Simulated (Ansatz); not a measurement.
Cost and result up the ladder for the cluster Te₂Au₃ (5 atoms). Charge 0, multiplicity 2. Geometry: PBE-D4/def2-SVP.

```xyz
5

Au   -0.791    0.671   -1.410
Au   -1.802    1.369    1.232
Au    0.316   -1.843   -1.481
Te    1.492   -1.431    0.849
Te    0.786    1.234    0.811
```

Ansatz on 4 threads of Intel Xeon Platinum 8259CL on a shared host. Times are rough, and most runs start from the orbitals of an earlier one. CAM-B3LYP-D4/def2-TZVP serves as the yardstick here, not as an exact answer. Differences are given only for rows in sets of like size (and for xTB, whose basis is part of the method), since another set adds its own error. Binding counts from free atoms at the same level (Au doublet, Te triplet; other spins of the atoms weren't run), without zero-point energy or a counterpoise term.

In the def2 sets Au, Te take a core potential; there is no spin–orbit coupling. Correlated methods freeze 8 core orbitals; core or outer-core shells of Au, Te are correlated, in sets that lack core-valence functions. No other spin state of charge 0 was run. Another isomer (doublet) lies 0.82 eV lower at PBE0-D4/def2-TZVP; other spin states weren't run for this one.

Correlated methods converge slowly with the basis.

| level | functions | wall time | binding energy per atom (eV) | difference from CAM-B3LYP-D4/def2-TZVP (eV) |
| --- | --- | --- | --- | --- |
| LDA (SPW92)/def2-TZVP | 220 | 3.9 s | 2.33 | 0.82 |
| PBE-D4/def2-SVP | 148 | 4.6 s | 1.81 | – |
| PBE-D4/def2-TZVP (with forces) | 220 | 8.5 s | 1.88 | 0.37 |
| PBE0-D4/def2-SVP | 148 | 9.5 s | 1.60 | – |
| r2SCAN-D4/def2-TZVP | 220 | 14 s | 1.78 | 0.27 |
| PBE0-D4/def2-TZVP | 220 | 16 s | 1.68 | 0.17 |
| MP2/def2-TZVP | 220 | 18 s | 1.70 | 0.19 |
| RPA@PBE/def2-TZVP | 220 | 19 s | 1.43 | -0.08 |
| B2PLYP/def2-TZVP | 220 | 20 s | 1.57 | 0.06 |
| CAM-B3LYP-D4/def2-TZVP | 220 | 24 s | 1.51 | 0.00 |
